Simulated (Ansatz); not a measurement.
Geometry optimisation, Ansatz 0.2.0, DFT PBE-D3(BJ), scalar-relativistic, plane waves, PAW.

Input file:

```yaml
accuracy: low
crystal:
  lattice:
    - [7.937005, 0.0, 0.0]
    - [0.0, 7.937005, 0.0]
    - [0.0, 0.0, 7.937005]
  atoms:
    - { symbol: C, position: [0.7687143, 0.3757705, 0.1294296] }
    - { symbol: O, position: [0.6036897, 0.3894581, 0.1981359] }
    - { symbol: H, position: [0.7537606, 0.3228453, 0.0036548] }
    - { symbol: H, position: [0.6146506, 0.4364894, 0.3104026] }
    - { symbol: H, position: [0.8311757, 0.4985185, 0.1182416] }
    - { symbol: H, position: [0.849389, 0.2913119, 0.2032674] }
    - { symbol: C, position: [0.8371719, 0.7018857, 0.4595909] }
    - { symbol: O, position: [1.0105694, 0.7457565, 0.4473568] }
    - { symbol: H, position: [0.7815581, 0.7895128, 0.5494386] }
    - { symbol: H, position: [1.0621811, 0.6688048, 0.3676665] }
    - { symbol: H, position: [0.7711538, 0.7149864, 0.3389109] }
    - { symbol: H, position: [0.8188452, 0.573265, 0.5066496] }
    - { symbol: O, position: [0.6133381, 0.4738467, 0.7266287] }
    - { symbol: C, position: [0.4833379, 0.4667049, 0.6448957] }
    - { symbol: H, position: [0.4834569, 0.4476656, 0.5071394] }
    - { symbol: H, position: [0.358015, 0.478866, 0.7039344] }
    - { symbol: O, position: [0.1679541, 0.5956015, 1.1228569] }
    - { symbol: C, position: [0.1792635, 0.643595, 0.9772545] }
    - { symbol: H, position: [0.1605439, 0.7766788, 0.9415114] }
    - { symbol: H, position: [0.2088752, 0.556734, 0.8727671] }
    - { symbol: O, position: [0.1649817, 0.0204206, 1.1093788] }
    - { symbol: C, position: [0.1457845, 0.0799074, 0.9689363] }
    - { symbol: H, position: [0.1282248, 0.2162728, 0.9480687] }
    - { symbol: H, position: [0.1448552, 0.0008343, 0.8545428] }
    - { symbol: O, position: [0.5025803, 0.7377482, 0.0489926] }
    - { symbol: C, position: [0.5242659, 0.8893795, 0.0359921] }
    - { symbol: H, position: [0.4379602, 0.970526, -0.0368494] }
    - { symbol: H, position: [0.6314571, 0.9542701, 0.0963127] }
    - { symbol: O, position: [0.1336795, 0.1903934, 0.5204553] }
    - { symbol: C, position: [0.2699159, 0.1688281, 0.5883221] }
    - { symbol: H, position: [0.3896377, 0.1759329, 0.5179266] }
    - { symbol: H, position: [0.2814043, 0.1409536, 0.7240805] }
    - { symbol: O, position: [0.8132011, 0.0823038, 0.5367322] }
    - { symbol: C, position: [0.7370133, 0.1583271, 0.4269724] }
    - { symbol: H, position: [0.7036324, 0.2927388, 0.4395628] }
    - { symbol: H, position: [0.6970173, 0.097134, 0.3086719] }
basis:
  ecutwfc: 420.0
kpoints:
  mp_grid: { grid: [1, 1, 1] }
hamiltonian:
  xc: pbe
  dispersion: d3bj
scf:
  occupations: { method: fermi_dirac, width: 0.05 }
  lower_state_search: "off"
relax:
  f_tol: 0.3
  max_steps: 15
  adjacent_minimum: "off"
```

Command:

```bash
$ ansatz run input.yaml --threads 1 --pin off --max-ram 3072MiB --backend cpu --events-out ev --progress --plain --runs-dir out
```

Where does it end, and by what steps?

The run converged. The threshold is loose, so the end isn't yet a minimum. The force dipped under the threshold on the way, but the program's further checks kept it going. Limits of this set-up: coarse k mesh, low accuracy level. After 12 steps the energy has fallen by 1.713 eV; H5 moved furthest, 1.47 Å.

| step | energy less start (eV) | largest force component (eV/Å) | accepted |
| --- | --- | --- | --- |
| 0 | 0.0000 | 1.346 | yes |
| 1 | -0.1848 | 2.448 | yes |
| 2 | -0.3825 | 1.822 | yes |
| 3 | -0.7697 | 1.166 | yes |
| 4 | -0.9772 | 2.089 | yes |
| 5 | -1.1412 | 1.350 | yes |
| 6 | -1.2962 | 0.601 | yes |
| 7 | -1.4098 | 1.181 | yes |
| 8 | -1.4472 | 1.691 | yes |
| 9 | -1.5761 | 1.091 | yes |
| 10 | -1.5929 | 0.979 | yes |
| 11 | -1.7125 | 0.274 | yes |
| 12 | -1.7126 | 0.275 | yes |

```xyz
36
Lattice="7.9370 0.0000 0.0000 0.0000 7.9370 0.0000 0.0000 0.0000 7.9370" Properties=species:S:1:pos:R:3
C 5.765 2.827 0.419
O 4.543 2.673 1.158
H 5.877 1.947 -0.233
H 4.233 3.581 1.332
H 5.734 3.717 -0.229
H 6.635 2.899 1.098
C 7.036 5.422 3.908
O 8.402 5.774 3.699
H 6.602 6.141 4.615
H 8.712 5.258 2.922
H 6.449 5.468 2.974
H 6.925 4.408 4.333
O 4.251 4.036 5.424
C 3.429 4.395 4.602
H 3.644 4.381 3.502
H 2.403 4.747 4.884
O 1.266 4.336 9.338
C 1.588 4.989 8.358
H 1.495 6.097 8.336
H 1.961 4.482 7.434
O 1.398 0.379 8.652
C 1.160 1.122 7.718
H 1.328 2.225 7.790
H 0.756 0.743 6.745
O 4.136 5.756 0.926
C 4.497 6.897 0.711
H 3.997 7.546 -0.043
H 5.355 7.344 1.264
O 0.939 1.398 4.280
C 2.025 0.870 4.145
H 2.529 0.769 3.150
H 2.594 0.470 5.027
O 5.499 0.568 5.019
C 5.917 1.220 4.085
H 6.010 2.333 4.140
H 6.215 0.759 3.109
```

Whether the end is a true minimum wasn't checked by a vibrational analysis.

The run took 38 s on 1 thread of Arm Neoverse V2, on a shared host, peak memory 0.46 GiB.
